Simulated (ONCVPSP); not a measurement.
# Which change was made? (Rb, ONCV)

rubidium, optimised norm-conserving Vanderbilt (ONCV), made with ONCVPSP 4.0.1 (PBE, fully relativistic). Core [Ar] 3d10, reference 4s2 4p6 5s1. Waves: 4s+5s: rc 2.70 bohr, ncon 4, nbas 7, qcut 5.3 1/bohr, 2 projectors; 4p: rc 1.90 bohr, ncon 5, nbas 8, qcut 5.8 1/bohr, 2 projectors, debl 1.4 Ha; d scattering state at 0.13 Ha: rc 2.35 bohr, ncon 4, nbas 7, qcut 3.7 1/bohr, 2 projectors, debl 3.9 Ha. Local part: polynomial inside 1.85 bohr (lpopt 2, dvloc0 0 Ha). Core correction: polynomial model core, fcfact 0.5.

Open shells are filled in proportion to 2j + 1.

Cutoffs, loose and tight: the cutoffs (Ha) at which the residual kinetic energy of the hardest occupied pseudo-wave falls to 1 and 0.1 mHa per electron. They do not see the model core or the augmentation charge, which bear on the density cutoff. Test errors are all-electron minus pseudo excitation energies from the reference, over the configurations 4s2 4p6 5s0; 4s2 4p6 5s0.5; 4s2 4p6 5s0 5p1; 4s1 4p6 5s1; variants that change the core or the reference have their own tests.

The base gives: outcome: generated; cutoff, loose: 14 Ha; cutoff, tight: 28 Ha; bound ghosts: none; GHOST(+) flags above zero: none; largest test error (meV): -235.

After one change the result is: outcome: generated; cutoff, loose: 14 Ha; cutoff, tight: 28 Ha; bound ghosts: none; GHOST(+) flags above zero: none; largest test error (meV): -118. Which change was it?
A. s: qcut 7.1
B. s: qcut 3.3
C. s: qcut 4.3

A. The others give: s: qcut 3.3 → outcome: generated; cutoff, loose: 14 Ha; cutoff, tight: 28 Ha; bound ghosts: none; GHOST(+) flags above zero: s; largest test error (meV): -362 | s: qcut 4.3 → outcome: generated; cutoff, loose: 14 Ha; cutoff, tight: 28 Ha; bound ghosts: s; GHOST(+) flags above zero: none; largest test error (meV): -356.
